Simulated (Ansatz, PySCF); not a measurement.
Species: SrCl, charge 0, multiplicity 2. SMILES: [Cl][Sr]
Structure (B3LYP-D3(BJ)/def2-TZVP (Ansatz, a first-principles code) minimum search):
```
Sr
Cl 1 2.5987
```
Charge 0, spin multiplicity 2.

Property: vertical ionisation energy (to the singlet state of charge +1; each state is the SCF solution reached for its spin), in eV. Valence correlation only, unless marked. UHF or UKS for open shells. No spin-orbit coupling. The frozen core is the preceding noble-gas configuration, with the filled d and f shells of earlier blocks. The outer core of K, Ca and their heavier congeners is not correlated, a term that matters for these elements. Past Kr the def2 sets carry scalar-relativistic core potentials. CBS(X,Y): correlation extrapolated as X^-3; Hartree-Fock from the larger set.

| level | program | vertical ionisation energy (eV) |
|---|---|---|
| SVWN5/def2-TZVPD | Ansatz | 5.86 |
| PBE/def2-TZVPD | Ansatz | 5.71 |
| r2SCAN/def2-TZVPD | Ansatz | 5.60 |
| B3LYP/def2-TZVPD | Ansatz | 5.82 |
| PBE0/def2-TZVPD | Ansatz | 5.69 |
| BHLYP/def2-TZVPD | Ansatz | 5.69 |
| CAM-B3LYP/def2-TZVPD | Ansatz | 5.80 |
| wB97M-V/def2-TZVPD | Ansatz | 5.57 |
| wB97X-V/def2-TZVPD | Ansatz | 5.56 |
| CCSD/def2-SVPD | Ansatz | 5.39 |
| CCSD/def2-TZVPPD | Ansatz | 5.39 |
| CCSD/def2-QZVPPD | Ansatz | 5.38 |
| CCSD/CBS(def2-TZVPPD,def2-QZVPPD) | Ansatz | 5.39 |
| CCSD(T)/def2-SVPD | Ansatz | 5.39 |
| CCSD(T)/def2-TZVPPD | Ansatz | 5.39 |
| CCSD(T)/def2-QZVPPD | Ansatz | 5.38 |
| CCSD(T)/CBS(def2-TZVPPD,def2-QZVPPD) | Ansatz | 5.39 |

For comparison, minus the highest occupied orbital energy (PySCF): 3.75 eV at BP86/def2-TZVPD, 3.57 eV at TPSS/def2-TZVPD, 4.21 eV at PBE0/def2-TZVPD.
